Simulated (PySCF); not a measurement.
**Heteronuclear NMR**

Geometry:
```tsv
atom	x (Å)	y (Å)	z (Å)
C1	3.494	-0.873	0.293
O2	2.130	-0.621	0.178
Si3	1.396	0.822	0.065
C4	-0.422	0.368	-0.050
C5	-0.876	-0.946	-0.014
C6	-2.226	-1.238	-0.098
C7	-3.149	-0.215	-0.220
C8	-2.715	1.100	-0.258
C9	-1.364	1.383	-0.174
H10	3.927	-0.316	1.128
H11	3.630	-1.941	0.465
H12	4.019	-0.587	-0.622
H13	1.678	1.649	1.248
H14	1.849	1.563	-1.121
H15	-0.156	-1.746	0.081
H16	-2.560	-2.266	-0.068
H17	-4.205	-0.439	-0.285
H18	-3.432	1.903	-0.353
H19	-1.028	2.410	-0.203
```

Computed data (PySCF 2.14.0 with density-fitted response routines): NMR shieldings at PBE0/pcSseg-1/GIAO, geometry: GFN2-xTB. No relativistic terms, isolated molecule, one computed conformer, equivalent nuclei averaged.

**Question.** What are the $^{29}$Si shifts?

**Answer.** 
```tsv
atoms	environment	σ (ppm)	δ (ppm)
Si3	silicon bonded to C, O, 2 H	379.1	-31.7
```

Shieldings were converted by a linear fit to measured shifts: $^{29}$Si: δ = 279.94 − 0.822σ (rms 8.9 ppm, 72 shifts, 25.8 ppm with the 6 outliers that the fit left out vs TMS, solution or neat liquid). A few per cent of atoms miss by over 2 rms, more outside the fitted compound classes.

On a 300 MHz spectrometer $^{29}$Si resonates near 59.6 MHz, so 1 ppm is 59.6 Hz.

**Question.** Where does $^{17}$O resonate?

**Answer.** 
```csv
atoms,environment,σ (ppm),δ (ppm)
O2,"oxygen bonded to C, Si",346.1,-48.5
```

Shieldings were converted by a linear fit to measured shifts: $^{17}$O: δ = 266.70 − 0.911σ (rms 10.7 ppm, 155 shifts, 12.2 ppm with the 3 outliers that the fit left out vs liquid water, solution or neat liquid). A few per cent of atoms miss by over 2 rms, more outside the fitted compound classes.

On a 400 MHz spectrometer $^{17}$O resonates near 54.2 MHz, so 1 ppm is 54.2 Hz.
